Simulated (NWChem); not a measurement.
**Relativistic effects in Pb**

```
Pb
```
Charge 0, spin multiplicity 3.

The numbers come from NWChem runs, not from measurements.

Functional B3LYP, all-electron basis x2c-SVPall-2c, contracted for the X2C Hamiltonian and used here with ZORA. The ion keeps the geometry and has multiplicity 2 in the scalar run; the spin-orbit run starts from the same electron counts.

Costs are rough ratios of processor time within this set of runs, SCF included, with scalar ZORA as 1.

B3LYP has NWChem's definition, with VWN1-RPA local correlation. No SCF solution was tested for a lower state.

```csv
Hamiltonian,ΔSCF ionisation energy (eV),relative cost
scalar ZORA,7.04,1
spin-orbit ZORA,7.47,under 3
```

From scalar ZORA to spin-orbit ZORA the ionisation energy increases by 0.43 eV.
